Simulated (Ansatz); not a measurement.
Species: phosphanylboronic acid, sum formula H4BPO2, net charge 0, singlet state. 
Coordinates optimised at B3LYP-D3(BJ)/def2-TZVP (Ansatz, a first-principles code):
```xyz
8

O     -0.9983     1.3381     0.3178
B     -0.4900     0.0832     0.1146
O     -1.3400    -0.9763     0.1824
P      1.3505    -0.2649    -0.4092
H     -0.3561     2.0512     0.2737
H     -2.2486    -0.7129     0.3768
H      1.9496     0.6882     0.4541
H      1.5537    -1.3628     0.4590
```

Total electronic energies in hartree. Cores are frozen in the correlated levels unless marked. No spin-orbit coupling. No relativistic terms. CBS(X,Y): correlation extrapolated as X^-3; Hartree-Fock from the larger set.

| level | program | energy (Eh) |
|---|---|---|
| RI-HF/cc-pV(Q+d)Z | Ansatz | -517.69476 |
| B3LYP-D4/def2-TZVPD | Ansatz + dftd4 | -519.28744 |
| PBE0-D4/def2-TZVPD | Ansatz + dftd4 | -518.93033 |
| PBE-QIDH/def2-TZVPD | Ansatz | -518.81284 |
| MP2/cc-pV(T+d)Z | Ansatz | -518.41347 |
| SCS-MP2/6-31G* | Ansatz | -518.08014 |
| SCS-MP2/cc-pV(D+d)Z | Ansatz | -518.17376 |
| CCSD(T)/aug-cc-pV(T+d)Z | Ansatz | -518.48982 |
| CCSD(T)/CBS(aug-cc-pV(T+d)Z,aug-cc-pV(Q+d)Z) | Ansatz | -518.5809 |

Totals of different functionals don't rank their quality; only differences between species are comparable.
